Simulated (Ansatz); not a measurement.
Ansatz (a quantum-chemistry and plane-wave program) input:

Ansatz 0.2 input:
```yaml
crystal:
  periodic: [false, false, false]
  atoms:
    - {symbol: C, position_ang: [-1.79371359, 0.44296349, 0.32404901]}
    - {symbol: O, position_ang: [-0.44765276, 0.48401812, 0.70021892]}
    - {symbol: B, position_ang: [0.48546752, -0.17344235, -0.17651654]}
    - {symbol: O, position_ang: [0.20700350, -0.79718759, -1.27464735]}
    - {symbol: O, position_ang: [1.79974091, -0.01541598, 0.38635946]}
    - {symbol: H, position_ang: [-2.19165701, 1.46205074, 0.19464084]}
    - {symbol: H, position_ang: [-1.91526385, -0.10670239, -0.61531693]}
    - {symbol: H, position_ang: [-2.39971892, -0.04547333, 1.10368437]}
    - {symbol: H, position_ang: [2.36885063, -0.47176071, -0.24016786]}
basis:
  gaussian:
    orbitals: def2-TZVPD
hamiltonian:
  xc: {name: B2PLYP}
total_charge: -1
magnetization: {spin_polarized: false}
correlation: {electrons: outside_noble_gas}
```

Task: What final total energy does it print?

Result: -291.13078 Eh (B2PLYP/def2-TZVPD). The basis has 230 functions.

It need not be the lowest isomer of its formula. Whether it binds its extra electron was not tested at this geometry.
